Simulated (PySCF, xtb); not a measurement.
CuF, SMILES [F][Cu], multiplicity 1.

GFN2-xTB in xtb at its own geometry gives an orbital gap of 4.87 eV and a dipole moment of 5.76 D.

The structure is a stationary point at PBE0-D3(BJ)/def2-TZVPD. The multiplicity is an assumed one; other spin states were not compared.

What does B3LYP/def2-TZVPD (PySCF) give? (An estimate is asked for; the answer gives what the named calculation found.)

gap 3.86 eV (levels -7.38 and -3.52 eV), dipole 5.16 D.
